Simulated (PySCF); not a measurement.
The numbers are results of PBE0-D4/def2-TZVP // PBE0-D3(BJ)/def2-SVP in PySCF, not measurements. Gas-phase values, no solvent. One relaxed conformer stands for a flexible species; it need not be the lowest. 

Reference species (SMILES): `N#[C][GeH2][NH2]` (neutral, multiplicity 1).

```json
{
 "LUMO": "-0.66 eV",
 "S1 oscillator strength": "0.021"
}
```

Changed species: `N#[C][GeH2][GeH2][GeH2][GeH2][NH2]` (n = 4; the reference has n = 1).

Task: Give the shifts of the LUMO and S1 oscillator strength.

Result: the LUMO falls by 0.35 eV, to -1.01 eV; the S1 oscillator strength rises by 0.043, to 0.064.
